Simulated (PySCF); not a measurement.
A structure optimised at PBE-D3(BJ)/def2-SVP, used in a PySCF frequency run:

```xyz
11

Si    -2.0429    -0.1454    -0.3075
C     -0.4692    -1.1416    -0.6839
Si     1.0346    -0.6792     0.3429
Cl     1.3023     1.3933     0.2878
H     -1.9174     1.2576    -0.8264
H     -2.2789    -0.1025     1.1783
H     -3.2301    -0.8003    -0.9616
H     -0.2262    -1.0343    -1.7625
H     -0.6755    -2.2198    -0.5017
H      0.8324    -1.0773     1.7765
H      2.2886    -1.3147    -0.1862
```

### Question
Write its SMILES and formula.

### Answer
[SiH3]C[SiH2]Cl, CH7ClSi2

### Question
What are its rotational constants (standard atomic weights)?

### Answer
5.0627, 1.7947, 1.4220 GHz
